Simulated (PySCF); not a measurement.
A structure optimised at PBE-D3(BJ)/def2-SVP, used in a PySCF frequency run:

```
C
C 1 1.3449
F 2 1.3233 1 125.09
F 2 1.3270 3 112.03 1 178.89
O 1 1.3698 2 120.23 3 2.87
C 5 1.3764 1 117.32 2 -155.29
C 6 1.3246 5 127.17 1 4.79
C 7 1.3179 5 155.06 1 4.92
H 1 1.1004 2 120.62 3 -179.11
H 6 1.1014 7 122.38 5 179.30
H 8 1.1063 7 121.93 10 91.16
H 8 1.1063 11 116.31 7 180.00
```
Charge 0, spin multiplicity 1.

Problem. Write its SMILES and formula.

Solution. C=C=COC=C(F)F, C5H4F2O

Problem. What are its rotational constants (standard atomic weights)?

Solution. 4.5281, 0.97719, 0.83135 GHz
